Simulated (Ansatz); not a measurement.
CH5FNOTa, SMILES `[CH3][Ta]([NH2])(=[O])[F]` at its PBE0-D4/def2-TZVP geometry, where that method's forces vanish. The species carries charge 0 and has multiplicity 1. Ta: def2 effective core potential.

```xyz
10

C    -0.3463   -0.6139    1.4082
Ta   -0.5466    0.3930   -0.4918
N     1.2196    0.3308   -1.3556
O    -0.8331    2.0364   -0.0931
F    -1.9669   -0.4149   -1.4438
H    -1.3042   -0.5790    1.9397
H     0.3992   -0.1272    2.0421
H    -0.0621   -1.6641    1.2839
H     1.8246    1.1270   -1.4932
H     1.6157   -0.4881   -1.7965
```

(1) What forces (eV/Å) does B3LYP-D4/def2-TZVPP give on these atoms in Ansatz 0.2.0? (Estimate.)

Answers

(1) The calculation gave: 
```
C1   0.020 -0.118  0.225
Ta2  0.005 -0.227 -0.066
N3   0.210 -0.014 -0.096
O4  -0.090  0.482  0.121
F5  -0.199 -0.123 -0.125
H6   0.047 -0.009 -0.018
H7  -0.037 -0.034 -0.022
H8  -0.013  0.046  0.015
H9   0.029 -0.006 -0.019
H10  0.027  0.003 -0.013
```

B3LYP here is the variant with VWN-RPA as its local correlation; programs differ in this.
